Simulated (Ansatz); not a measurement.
Input for Ansatz (a first-principles code): R-CCSD(T)/def2-TZVPP on InI, 2S+1 = 1, a spin state set in the input, which need not be the lowest, a point of a bond scan (R = 2.772 Å). Elements past Kr take the def2 small-core potentials; no spin–orbit coupling.

Ansatz 0.2 input:
```yaml
crystal:
  periodic: [false, false, false]
  atoms:
    - {symbol: In, position_ang: [0.00000000, 0.00000000, 0.00000000]}
    - {symbol: I, position_ang: [0.00000000, 0.00000000, 2.77186000]}
basis:
  gaussian:
    orbitals: def2-TZVPP
magnetization: {spin_polarized: false}
correlation: {method: ccsd_t, electrons: valence}
output: {orbitals: {seedname: ./end}}
```

The head of its log:

```
Functional definition: HF
[...]
integrals: 0.13 GiB planned
971 factors; integrals over basis functions are off by at most 4.2e-4 eV
mean field: 0.36 GiB planned
mean field evaluation 1: about -13223.1066 eV, gradient 1.1e1 eV
mean field evaluation 2: about -13223.1115 eV, gradient 1.1e1 eV
mean field evaluation 4: about -13223.7641 eV, gradient 1.4e0 eV
mean field evaluation 8: about -13223.7764 eV, gradient 4.7e-2 eV
mean field evaluation 16: about -13223.7582 eV, gradient 1.4e0 eV
mean field -13223.77646770 eV, -485.9648217905 hartree, gradient 7.3e-6 eV, S^2 0.000000; 0 other end points of the search recorded, 0 dependent functions left out
8 core orbitals not correlated
reference -13223.77646770 eV, -485.9648217905 hartree; 15, 15 occupied and 77, 77 virtual orbitals, 971 factors
```

Problem. What total energy does the run end on?

Solution. -486.7055 hartree (reference determinant -485.9648, T1 diagnostic 0.013).
